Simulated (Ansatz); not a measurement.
Dissociation curve of SMILES N[SiH3]. The Si1–N5 bond (Si1 also carries H, H, H; N5 carries H, H) is stretched with both fragments frozen at the PBE0/def2-TZVP optimised geometry.

Levels of theory: RKS-PBE = restricted PBE/cc-pVTZ (Ansatz, a program for electronic structure); UKS-PBE = unrestricted PBE/cc-pVTZ (Ansatz); RKS-B3LYP = restricted B3LYP/cc-pVTZ (Ansatz); UCCSD(T) = CCSD(T) on UHF/cc-pVTZ, frozen core in Ansatz.

Energies relative to the lowest point of each curve near equilibrium, in mEh; the last columns give the difference from UCCSD(T):

```csv
R / Å,RKS-PBE,UKS-PBE,RKS-B3LYP,UCCSD(T),RKS-PBE − UCCSD(T),UKS-PBE − UCCSD(T),RKS-B3LYP − UCCSD(T)
1.37,129.4,129.4,126.5,129.2,0.3,0.3,-2.6
1.46,61.9,61.9,59.7,61.0,0.9,0.9,-1.3
1.56,21.0,21.0,19.7,20.1,1.0,1.0,-0.4
1.63,6.8,6.8,6.0,6.1,0.7,0.7,-0.1
1.70,0.6,0.6,0.4,0.4,0.2,0.2,0.0
1.72,0.0,0.0,0.0,0.0,0.0,0.0,0.0
1.76,0.0,0.0,0.3,0.4,-0.4,-0.4,-0.1
1.81,1.9,1.9,2.7,2.9,-0.9,-0.9,-0.2
1.87,6.5,6.5,7.7,8.1,-1.6,-1.6,-0.4
1.97,17.7,17.7,19.7,20.6,-3.0,-3.0,-1.0
2.12,39.1,39.1,42.2,44.2,-5.1,-5.1,-2.0
2.31,68.5,68.5,73.0,76.3,-7.8,-7.8,-3.3
2.64,114.4,114.4,121.3,128.5,-14.0,-14.0,-7.2
2.87,139.2,137.7,147.9,154.5,-15.3,-16.8,-6.6
3.06,154.9,148.8,165.3,163.2,-8.3,-14.4,2.1
3.43,175.6,158.6,189.2,165.8,9.8,-7.2,23.3
3.86,189.3,162.5,205.8,166.0,23.3,-3.5,39.8
4.22,196.0,163.8,214.4,166.1,29.9,-2.3,48.4
4.64,200.8,164.6,221.0,166.3,34.5,-1.7,54.7
5.26,204.6,165.1,226.7,166.5,38.1,-1.5,60.2
6.09,206.7,165.3,230.7,166.6,40.1,-1.4,64.0
```

RKS-PBE is furthest from UCCSD(T) at 6.09 (40.1 mEh, above); its mean absolute difference over the points is 11.2 mEh.

UKS-PBE is furthest from UCCSD(T) at 2.87 (-16.8 mEh, below); its mean absolute difference over the points is 4.0 mEh.

RKS-B3LYP is furthest from UCCSD(T) at 6.09 (64.0 mEh, above); its mean absolute difference over the points is 15.1 mEh.

The restricted form behind RKS-PBE, RKS-B3LYP keeps the bonding electrons paired and can't separate into open-shell fragments. The unrestricted determinant behind UKS-PBE is spin-contaminated at 2.87 to 6.09 Å (<S²> up to 1.0, against 0.00 for a pure singlet). The unrestricted determinant behind UCCSD(T) is spin-contaminated at 2.64 to 6.09 Å (<S²> up to 1.0, against 0.00 for a pure singlet).
